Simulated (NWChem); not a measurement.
System: GeHF, singlet; SMILES [F][GeH]

All runs: NWChem. Low-valent species are run as closed-shell singlets; no triplet was tried in these runs. The geometry was optimised at PBE0/def2-SVP. Vertical excitations in the gas phase; the lowest state need not have the same character in each row.

For level PBE0/def2-SVP, TDA:

| Property | Value |
|---|---|
| orbital gap (eV) | 4.38 |

Estimate the same quantities for level CAM-B3LYP/def2-SVP, TDA.

The orbital gap (eV) comes out as 6.76.
